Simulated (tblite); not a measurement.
C6H11O2 (SMILES CCC[CH]OC(C)=O), doublet, at a GFN2-xTB geometry; tblite 0.6.0 with GFN1-xTB.

Input for tblite:
```
$ tblite run mol.xyz --method gfn1 --charge 0 --spin 1 --etemp 2000 --json tblite.json --no-restart

# file mol.xyz
19

C     -2.43892695     0.73525158    -1.20292531
C     -2.68613443    -0.47005965    -0.30645903
C     -1.41213080    -1.32036800    -0.13220164
C     -0.34023799    -0.58244925     0.56145168
O      0.80244250    -0.32971528    -0.10352844
C      1.77923886     0.41022206     0.47069981
C      2.96104545     0.54625189    -0.44912569
O      1.68008295     0.88713365     1.57830160
H     -3.34995736     1.31769669    -1.31784557
H     -2.10743846     0.41702231    -2.18898452
H     -1.67239038     1.37620481    -0.77351093
H     -3.02552388    -0.13496139     0.67498953
H     -3.46778046    -1.09740177    -0.73876555
H     -1.68083452    -2.21165249     0.44653091
H     -1.04558782    -1.63837641    -1.10936420
H     -0.44991665    -0.17053343     1.55160854
H      2.81166249    -0.04580252    -1.34643175
H      3.09022132     1.59376922    -0.71487885
H      3.86021744     0.22159643     0.06982802
```

Question: What does tblite print? Leave out banner, timings and long lists.

Answer: 
```
xTB calculator
 | screened Coulomb repulsion
 | Coulomb electrostatics
 |  * isotropic Klopman-Ohno-Mataga-Nishimoto electrostatics
 |  * onsite third-order electrostatics
 | DFT-D3(BJ) dispersion correction

halogen bonding energy    0.0000000000000E+00 Eh
repulsion energy          3.0777243196814E-01 Eh
dispersion energy        -6.8450602999663E-03 Eh
number of electrons       4.7000000000000E+01 e
integral cutoff           1.9731147476801E+01 bohr

------------------------------------------------------------
  cycle        total energy    energy error   density error
------------------------------------------------------------
      1     -27.66549767639  -2.7966425E+01   6.2068317E-01
      2     -27.96383694830  -2.9833927E-01   3.4360424E-01
      3     -27.96560944209  -1.7724938E-03   1.3916148E-01
      4     -27.97363009523  -8.0206531E-03   2.4995162E-02
      5     -27.97593265625  -2.3025610E-03   3.9064837E-03
      6     -27.97596575552  -3.3099263E-05   2.3997360E-03
      7     -27.97598710615  -2.1350632E-05   7.1196862E-04
      8     -27.97598871965  -1.6135058E-06   3.4926411E-04
      9     -27.97598904419  -3.2453481E-07   1.4716709E-04
     10     -27.97598913090  -8.6707296E-08   4.4074460E-05
     11     -27.97598913832  -7.4250792E-09   3.6183015E-06
------------------------------------------------------------

electronic energy        -2.8276916509989E+01 Eh
total energy             -2.7975989138321E+01 Eh

Post processing:
 | Mayer-Wiberg bond orders

[Info] JSON dump of results written to 'tblite.json'
```
